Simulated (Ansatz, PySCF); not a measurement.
System: sum formula SiNH$_{4}$ (charge 0, doublet). It need not be the lowest isomer of its formula. 
Coordinates optimised at B3LYP-D3(BJ)/def2-TZVP (Ansatz, a first-principles code):
```xyz
6

N      1.1558    -0.3137    -0.3124
Si    -0.4627     0.1681     0.1635
H      1.1601    -1.0363    -1.0369
H     -1.0917    -0.9642     0.8949
H     -1.3071     0.5003    -1.0142
H     -0.3738     1.3424     1.0542
```
Charge 0, spin multiplicity 2.

Dipole moments at this geometry, in debye (magnitudes).

```
level                    program  dipole (D)
-----------------------  -------  ----------
BLYP/def2-TZVPD           Ansatz        1.40
BP86/def2-TZVPD            PySCF        1.38
TPSS/def2-TZVPD            PySCF        1.34
M06-L/def2-TZVPD           PySCF        1.32
M06-2X/def2-TZVPD          PySCF        1.41
CCSD(T)/aug-cc-pV(D+d)Z   Ansatz        1.35
```
